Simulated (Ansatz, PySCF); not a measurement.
CrO3, SMILES [O]=[Cr](=[O])=[O], multiplicity 1. Atoms are numbered in the order given.

```xyz
4

Cr     0.0000     0.0000    -0.1808
O      1.3003    -0.7508     0.2107
O     -1.3003    -0.7507     0.2107
O      0.0000     1.5015     0.2107
```

Geometry optimised at PBE0-D3(BJ)/def2-SVP. The multiplicity is an assumed one; other spin states were not compared. The isomer is the one that the SMILES or the coordinates give; other isomers of the formula were not compared.

Two levels are set side by side: PBE-D3(BJ)/def2-SVP (Ansatz, a program for electronic structure) and PBE0-D3(BJ)/def2-SVP (Ansatz). Each level has its own optimised geometry; the coordinates shown are those of the second. Frequencies come from the Hessian of PySCF at each geometry. Differences are taken from unrounded values.

```tsv
quantity	PBE0-D3(BJ)
mean bond length (Å)	1.552
bond Cr1–O2 (Å)	1.552
bond Cr1–O3 (Å)	1.552
bond Cr1–O4 (Å)	1.552
highest harmonic wavenumber (cm⁻¹)	1146
mean harmonic wavenumber (cm⁻¹)	738
zero-point energy (kcal/mol)	6.33
```

Question: What does PBE-D3(BJ) give, and how far is it from PBE0-D3(BJ)? (An estimate is asked for; the answer gives what the named calculation found.)

Answer: 
```tsv
quantity	PBE-D3(BJ)	PBE-D3(BJ) minus PBE0-D3(BJ)
mean bond length (Å)	1.580	0.028
bond Cr1–O2 (Å)	1.580	0.028
bond Cr1–O3 (Å)	1.580	0.028
bond Cr1–O4 (Å)	1.580	0.028
highest harmonic wavenumber (cm⁻¹)	1074	-72
mean harmonic wavenumber (cm⁻¹)	697	-41
zero-point energy (kcal/mol)	5.98	-0.35
```

Exact exchange shortens and stiffens bonds; PBE has none. Differences between two approximate levels are no errors against the true value.
